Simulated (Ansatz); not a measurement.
`BS[SiH2]OC`. Charge 0, multiplicity 1. Geometry: relaxed with PBE0-D4/def2-TZVP. It is one conformer, not always the lowest.

```xyz
12

B     0.456   -1.600   -1.853
S     1.270   -0.075   -1.432
Si    0.982   -0.110    0.704
O    -0.575    0.156    1.119
C    -1.281    1.339    0.811
H     0.402   -1.883   -3.010
H    -0.007   -2.307   -1.011
H     1.330   -1.440    1.241
H     1.862    0.968    1.227
H    -2.261    1.281    1.286
H    -1.419    1.446   -0.270
H    -0.760    2.226    1.188
```

Task: What is the dipole moment at r2SCAN/def2-TZVPP? (Best estimate.)

Result: Computed: 1.35 D, with components (-0.53, 1.05, 0.66) D in this frame, pointing from negative to positive charge.

Task: And with PBE, B3LYP, ωB97M-V? (Best estimate.)

Result: The calculation gave: PBE 1.40 D, B3LYP 1.34 D, ωB97M-V 1.33 D.

Task: Give the Mulliken charges with r2SCAN, ωB97M-V, B3LYP in def2-TZVPP. (An estimate is asked.)

Result: Computed: 
```json
{"atom": "B1", "r2SCAN": "0.00", "ωB97M-V": "-0.15", "B3LYP": "-0.06"}
{"atom": "S2", "r2SCAN": "-0.21", "ωB97M-V": "-0.18", "B3LYP": "-0.22"}
{"atom": "Si3", "r2SCAN": "0.51", "ωB97M-V": "0.38", "B3LYP": "0.50"}
{"atom": "O4", "r2SCAN": "-0.37", "ωB97M-V": "-0.35", "B3LYP": "-0.37"}
{"atom": "C5", "r2SCAN": "0.00", "ωB97M-V": "-0.18", "B3LYP": "-0.13"}
{"atom": "H6", "r2SCAN": "0.01", "ωB97M-V": "0.09", "B3LYP": "0.05"}
{"atom": "H7", "r2SCAN": "0.01", "ωB97M-V": "0.08", "B3LYP": "0.04"}
{"atom": "H8", "r2SCAN": "-0.06", "ωB97M-V": "-0.01", "B3LYP": "-0.06"}
{"atom": "H9", "r2SCAN": "-0.09", "ωB97M-V": "-0.03", "B3LYP": "-0.08"}
{"atom": "H10", "r2SCAN": "0.07", "ωB97M-V": "0.13", "B3LYP": "0.12"}
{"atom": "H11", "r2SCAN": "0.07", "ωB97M-V": "0.12", "B3LYP": "0.10"}
{"atom": "H12", "r2SCAN": "0.06", "ωB97M-V": "0.12", "B3LYP": "0.10"}
```

B3LYP here is the variant with VWN-RPA as its local correlation; programs differ in this.
